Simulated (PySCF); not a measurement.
## Mn³⁺ (manganese, charge +3) across methods

[Ar] 3d4, high-spin 5D determinant. All numbers are calculated (PySCF 2.14, scalar relativity by spin-free X2C-1e, in aug-cc-pwCVTZ-DK (10s9p7d4f3g, 127 functions)).

```
 method  E (hartree)  mean ε 3p α (eV)  mean ε 3p β (eV)  mean ε 3d α (eV)  Σ⟨r²⟩ (bohr²)   ⟨S²⟩
    UHF  -1155.42768           -109.61           -97.922           -53.012          13.01  6.002
  M06-L    -1156.414           -93.844           -87.959           -42.899          13.00  6.001
    LDA    -1153.975           -91.833           -87.444           -42.979          13.23  6.000
    PBE    -1156.198           -91.917           -87.334           -42.840          13.22  6.000
wB97X-V    -1156.331           -98.501           -92.983           -47.867          13.15  6.001
 r2SCAN    -1156.423           -93.912           -88.078           -43.334          13.11  6.001
wB97M-V    -1156.368           -98.787           -93.019           -47.926          13.16  6.001
   PBE0    -1156.244           -96.591           -90.391           -45.586          13.14  6.001
```
